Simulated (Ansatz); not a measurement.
Ansatz (a quantum-chemistry and plane-wave program) input (CCSD(T,core; 1s of Na to Cl frozen)/cc-pwCVTZ):
A basis named .json is the Basis Set Exchange file of that set.

Ansatz 0.2 input:
```yaml
crystal:
  periodic: [false, false, false]
  atoms:
    - {symbol: C, position_ang: [-2.62998065, -0.57464332, 0.47652362]}
    - {symbol: C, position_ang: [-1.38749751, -0.30316428, 0.25139931]}
    - {symbol: B, position_ang: [0.03758248, 0.00821167, -0.00680953]}
    - {symbol: Cl, position_ang: [0.49786737, 1.57918430, -0.66021726]}
    - {symbol: Cl, position_ang: [1.28367083, -1.18992325, 0.33742210]}
    - {symbol: H, position_ang: [-3.10178641, -0.36312115, 1.43526110]}
    - {symbol: H, position_ang: [-3.26740652, -1.02852947, -0.28123327]}
basis:
  gaussian:
    orbitals: cc-pwCVTZ.json
magnetization: {spin_polarized: true, initial_magnetization: 1}
correlation: {method: ccsd_t, frozen_orbitals: {B: 0, C: 0, Cl: 1, H: 0}}
```

End of the output:

```
reference -27774.20775214 eV, -1020.6833088571 hartree; 25, 24 occupied and 248, 249 virtual orbitals, 1631 factors
second order -39.31054547 eV of doubles, -0.00000000 eV of singles
coupled cluster: 36.47 GiB planned
cycle   1  -40.71361793 eV  change    -6.5e0 eV  update   2.9e-2
cycle   2  -40.81150010 eV  change   -9.8e-2 eV  update   7.1e-3
cycle   3  -40.81036126 eV  change    1.1e-3 eV  update   3.8e-3
cycle   4  -40.81362069 eV  change   -3.3e-3 eV  update   2.0e-3
cycle   5  -40.81659733 eV  change   -3.0e-3 eV  update   1.1e-3
cycle   6  -40.81814218 eV  change   -1.5e-3 eV  update   4.1e-4
cycle   7  -40.81860542 eV  change   -4.6e-4 eV  update   1.3e-4
cycle   8  -40.81870595 eV  change   -1.0e-4 eV  update   6.0e-5
cycle   9  -40.81871322 eV  change   -7.3e-6 eV  update   2.7e-5
coupled cluster: 36.47 GiB planned
perturbative correction -1.24312298 eV, -0.0456839269 hartree
Total energy: -27816.26958834 eV, -1022.2290528268 hartree
```

It need not be the lowest isomer of its formula.

The determinant is spin-contaminated: <S^2> is 0.89 against 0.75 for a pure state.
